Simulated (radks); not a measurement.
Task: All-electron atom: the lead ion Pb74+ in [He] 2s2 2p4. Method: scalar-relativistic Kohn-Sham, PBE, spin-unpolarised, spherical densities, finite nucleus; Fermi nuclear charge, rms radius 5.5012 fm; computed with a radial shooting solver on a logarithmic mesh with Libxc functionals. Some entries of the table are withheld. Estimate them.

| orbital | occ. | eigenvalue (eV) | <r> (bohr) | <1/r> (bohr^-1) |
|---|---|---|---|---|
| 1s | 2 | -96039.95 | 0.01603 | 101.4 |
| 2s | 2 | -22985.96 | 0.06608 | (1) |
| 2p | 4 | -20843.03 | (2) | 21.43 |
| 3s | 0 | (3) | 0.1568 | (4) |
| 3p | 0 | -9011.662 | (5) | 9.197 |
| 3d | 0 | -8583.284 | 0.1354 | 8.672 |

Result: 
(1) 2s <1/r> (bohr^-1): 24.40
(2) 2p <r> (bohr): 0.05961
(3) 3s eigenvalue (eV): -9640.258
(4) 3s <1/r> (bohr^-1): 10.06
(5) 3p <r> (bohr): 0.1544
